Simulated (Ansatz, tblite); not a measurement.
Cost and result up the ladder for BH2I (4 atoms). Total charge 0; singlet. Geometry: PBE-D4/def2-TZVP.

```xyz
4

B    -0.012    0.032   -0.249
H    -0.928   -0.472   -0.826
H     0.851    0.676   -0.765
I     0.089   -0.236    1.840
```

Ansatz on 4 threads of Arm Neoverse V1 on a shared host; xTB runs through tblite on one thread. Times are rough, summed over both states, and most runs start from the orbitals of an earlier one. CCSD(T)/def2-TZVPP serves as the yardstick here, not as an exact answer. The other state is a doublet.

In the def2 sets I takes a core potential; there is no spin–orbit coupling. The xTB rows come from tblite. Correlated methods freeze 5 core orbitals; core or outer-core shells of I are correlated, in sets that lack core-valence functions.

Correlated methods converge slowly with the basis.

Raw xTB energies of ions are shifted by several eV.

```json
{"level": "GFN1-xTB", "functions": "17", "wall time": "0.004 s", "vertical IE (eV)": "15.23", "difference from CCSD(T)/def2-TZVPP (eV)": "5.30"}
{"level": "GFN2-xTB", "functions": "15", "wall time": "0.004 s", "vertical IE (eV)": "15.09", "difference from CCSD(T)/def2-TZVPP (eV)": "5.15"}
{"level": "PBE-D4/def2-TZVP", "functions": "93", "wall time": "1.1 s", "vertical IE (eV)": "9.80", "difference from CCSD(T)/def2-TZVPP (eV)": "-0.14"}
{"level": "PBE0-D4/def2-TZVP", "functions": "93", "wall time": "1.5 s", "vertical IE (eV)": "9.92", "difference from CCSD(T)/def2-TZVPP (eV)": "-0.02"}
{"level": "r2SCAN-D4/def2-TZVP", "functions": "93", "wall time": "2.5 s", "vertical IE (eV)": "9.86", "difference from CCSD(T)/def2-TZVPP (eV)": "-0.07"}
{"level": "CCSD(T)/def2-TZVPP", "functions": "109", "wall time": "7.3 s", "vertical IE (eV)": "9.94", "difference from CCSD(T)/def2-TZVPP (eV)": "0.00"}
```
